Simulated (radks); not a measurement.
Problem. The potassium ion K10+ is in [He] 2s2 2p(1/2: 2, 3/2: 3). Calculated with a radial shooting solver on a logarithmic mesh with Libxc functionals: Dirac Kohn-Sham, relativistic LDA (MacDonald-Vosko exchange, VWN5 correlation), spin-unpolarised, spherical densities, finite nucleus; Fermi nuclear charge, rms radius of each element as measured or else 0.836 A^(1/3) + 0.57 fm. Sub-shells are occupied by j as written (lower j first in brackets). One electron is removed from 2p3/2, 2s1/2, 2p1/2, 1s1/2 in turn, with full relaxation. Which removal costs least, and what does each cost?

Solution. 2p3/2 569.47 eV; 2p1/2 572.84 eV; 2s1/2 633.58 eV; 1s1/2 3920.4 eV. The 2p3/2 electron leaves first.
